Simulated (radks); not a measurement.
The numbers below are computed, except where a source is named.
Task: Species: Sm+. Configuration: [Xe] 4f4.5 5d1.5 6s1 (fractional occupations, a model configuration). Level of theory: scalar-relativistic Kohn-Sham, PBE, spin-unpolarised, spherical densities, finite nucleus; Fermi nuclear charge, rms radius 5.0819 fm (a radial shooting solver on a logarithmic mesh with Libxc functionals). Some entries of the table are withheld. Estimate them.

orbital,occ.,eigenvalue (eV),r(max) (bohr),<r> (bohr)
1s,2,-46688.43,(1),0.02274
2s,2,-7643.736,0.08215,0.09702
2p,6,-6820.655,0.06635,0.08548
3s,2,-1689.191,(2),0.2550
3p,6,-1431.840,(3),0.2533
3d,10,-1083.232,0.1878,0.2310
4s,2,-349.4023,0.5389,0.5778
4p,6,-264.5720,0.5621,0.6111
4d,10,-145.4394,0.5857,0.6655
5s,2,-54.7123,1.241,1.375
5p,6,-33.6229,1.398,1.595
4f,4.5,-17.3300,0.6003,0.8909
6s,1,-9.2738,3.255,3.693
5d,1.5,-9.1634,(4),2.496

Result: 
(1) 1s r(max) (bohr): 0.01449
(2) 3s r(max) (bohr): 0.2337
(3) 3p r(max) (bohr): 0.2291
(4) 5d r(max) (bohr): 1.923
